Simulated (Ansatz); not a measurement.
Molecule: C2H10NSi2, charge -1, multiplicity 1. It need not be the lowest isomer of its formula. Whether it binds its extra electron was not tested at this geometry. SMILES: C[Si-](C)N[SiH3]
Structure (B3LYP-D3(BJ)/def2-TZVP (Ansatz, an electronic-structure program) minimum search):
```
Si
N 1 1.8324
H 2 1.0161 1 119.17
Si 2 1.6916 3 116.94 1 -179.85
H 4 1.4953 2 115.78 3 -118.94
H 4 1.4955 5 104.32 2 128.51
H 4 1.5028 5 105.34 6 110.64
C 1 1.9537 2 98.49 3 48.93
H 8 1.0949 1 110.97 2 71.70
H 8 1.0969 9 107.42 1 -121.67
H 8 1.1016 9 107.76 10 -115.65
C 1 1.9537 2 98.51 3 -48.93
H 12 1.0949 1 110.98 2 -71.72
H 12 1.0969 13 107.41 1 121.65
H 12 1.1016 13 107.76 14 115.65
```
Charge -1, spin multiplicity 1.

Parts of the frozen-core correlation energy in 6-31G (Ansatz, hartree). Frozen orbitals: 13; correlated occupied orbitals by spin: 16 and 16; virtual: 44 and 44. No spin-orbit coupling. No relativistic terms.

| term | value |
|---|---|
| reference (HF) | -713.71696 |
| MP2 opposite-spin | -0.32371 |
| MP2 same-spin | (withheld) |
| CCSD correlation | (withheld) |
| (T) | (withheld) |
| T1 diagnostic | 0.012 |
| largest doubles amplitude | 0.052 |

### Question
What belongs in the gaps?

### Answer

- MP2 same-spin, value: -0.08240
- CCSD correlation, value: -0.46570
- (T), value: -0.01067
